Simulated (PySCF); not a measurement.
SMILES O(CSC)[SiH3] (C2H8OSSi), singlet, GFN2-xTB optimised geometry.

```
13

C      1.79    -0.61    -1.60
S      1.53    -1.42     0.00
C     -0.29    -1.42     0.00
O     -0.84    -0.17     0.00
Si    -0.63     1.03     1.09
H      1.20     0.30    -1.63
H      2.85    -0.38    -1.68
H      1.49    -1.28    -2.40
H     -0.63    -1.95    -0.90
H     -0.58    -1.99     0.89
H      0.76     1.48     1.14
H     -1.03     0.58     2.42
H     -1.53     1.99     0.46
```

Density from B3LYP/def2-TZVP (PySCF) at that geometry.

Minimum of the electron density along straight lines between bonded atoms, close to the bond critical point (lines longer than 1.1 times the sum of covalent radii, or with two minima, are not listed):

```csv
bond,length / Å,ρ at the minimum / e bohr⁻³,∇²ρ there / e bohr⁻⁵,position (fraction from the first atom)
C1–S2,1.815,0.182,-0.30,0.47
S2–C3,1.823,0.184,-0.30,0.53
C3–O4,1.369,0.284,-0.57,0.35
O4–Si5,1.632,0.139,0.88,0.59
C1–H6,1.086,0.284,-0.99,0.65
C1–H7,1.084,0.284,-0.99,0.64
C1–H8,1.087,0.283,-0.99,0.64
C3–H9,1.094,0.288,-1.03,0.65
C3–H10,1.095,0.287,-1.02,0.65
Si5–H11,1.463,0.128,0.17,0.49
Si5–H12,1.463,0.127,0.18,0.49
Si5–H13,1.453,0.129,0.19,0.49
```
